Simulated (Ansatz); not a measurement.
Compare A (`FCO[SiH2]Cl`) with its isomer B (`O[SiH](F)CCl`).

Program: Ansatz. Geometries: PBE0-D4/def2-TZVP. ΔE: electronic, gas phase. CCSD(T)/CBS is the MP2 limit (def2-TZVPP, def2-QZVPP) plus CCSD(T) − MP2 in def2-TZVPP, frozen cores. Functionals use def2-TZVPP. B3LYP here is the variant with VWN-RPA as its local correlation; programs differ in this. Each species was taken in one conformer, which may not be the lowest.

(1) Which is lower in electronic energy at CCSD(T)/CBS, and by how much? (An estimate is asked.)

(2) Give E(B) − E(A) in kcal/mol with HF/def2-TZVPP, CCSD/def2-TZVPP, B3LYP, PBE0-D4, BLYP-D4, r2SCAN-D4, CCSD(T)/def2-SVP. (An estimate is asked.)

(3) Does the order hold for the free energy at 298.15 K (harmonic terms from PBE0-D4)? (Best estimate.)

Largest T1 diagnostic: 0.011.

Results:

(1) Computed: B, by 30.9 kcal/mol.

(2) Ansatz gave: HF/def2-TZVPP -24.9, CCSD/def2-TZVPP -29.1, B3LYP -27.4, PBE0-D4 -27.8, BLYP-D4 -27.5, r2SCAN-D4 -28.5, CCSD(T)/def2-SVP -19.7. None reverses the order clearly.

(3) Ansatz gave: Yes: G(B) − G(A) = -30.5 kcal/mol, for one conformer each. Modes under 60 cm⁻¹, often nearly free rotors, make the harmonic entropy too high.

In def2-TZVPP, CCSD(T) changes the Hartree–Fock value by −4.4 kcal/mol (the triples alone add −0.2 kcal/mol) and MP2 by −6.2 kcal/mol. At CCSD(T), def2-SVP lies +11.1 kcal/mol from the extrapolated value and def2-TZVPP +1.6 kcal/mol.
